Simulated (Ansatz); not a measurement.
The same path of FGaH$_{4}$Se (7 atoms, charge 0, multiplicity 1) was run twice with different band settings. Lost on the way: Ga1–F2, H5–Se6. Made: Ga1–Se6, F2–H5.

Method: RHF/def2-TZVP (Ansatz 0.2.0).

Relaxed end points:

```xyz
7
Properties=species:S:1:pos:R:3
Ga -0.768 -0.995 -0.164
F 0.682 -1.730 0.516
H -1.018 -1.329 -1.674
H -1.805 -0.490 0.900
H 1.890 0.892 0.170
Se 0.736 1.493 -0.480
H 0.283 2.158 0.732
```

```xyz
7
Properties=species:S:1:pos:R:3
Ga -0.840 -0.359 -0.333
F 1.284 -1.265 0.529
H -0.881 -1.284 -1.595
H -1.643 -0.541 0.997
H 1.824 -0.542 0.428
Se 0.291 1.717 -0.665
H -0.034 2.274 0.640
```

Common settings: movable images 7; climbing image yes; optimiser quadratic models (default); start path through a guess of the saddle point; force threshold 0.05 eV/Å; iteration limit 60; end points relaxed.

| run | spring |
| --- | --- |
| 1 | 5.0 eV/Å² |
| 2 | 0.1 eV/Å² |

Q: What does each run give, and how far can it be trusted?

A: Run 1: converged after 11 iterations, highest image 0.819 eV above the first end. A vibrational analysis at the climbing image gives one clearly imaginary mode, 1437i cm⁻¹: a first-order saddle point.
Run 2: converged after 9 iterations, highest image 0.819 eV above the first end. Another band between the same ends (7 images) ends at a top of the same energy, where a vibrational analysis finds 1 clearly imaginary mode.
The orbitals stay closed-shell, which can raise the energy where a bond breaks towards radicals; this wasn't checked here.
